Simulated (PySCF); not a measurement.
# How methods differ on the excitation energy of I⁺

I⁺ [Kr] 4d10 5s2 5p4 (3P) → I⁺ [Kr] 4d10 5s1 5p4 5d1 (high-spin determinant), as a difference of total energies. Calculation: PySCF 2.14, in aug-cc-pwCVDZ-PP with ECP28MDF; a scalar-relativistic core potential. Correlated levels: valence: 4s2 4p6 4d10 frozen. The calculations carry no spin-orbit coupling.

| method | excitation energy (cm⁻¹) |
| --- | --- |
| UHF | 163680 |
| MP2 (valence) | 166510 |
| SCS-MP2 (valence) | 166500 |
| CCSD (valence) | 160620 |
| CCSD(T) (valence) | 159400 |

The upper state lies above the first ionisation limit, where it may autoionise and the basis confines it.

The promoted electron is Rydberg-like, and one or two diffuse shells describe it only roughly, which tends to raise the upper state.

The coupled-cluster amplitudes are large for the upper state (T1 above 0.03 or a double amplitude above 0.15), so a single reference is strained.

The determinant of the upper state mixes LS terms, which raises its energy above the lowest term, most at the Hartree-Fock and MP2 levels.
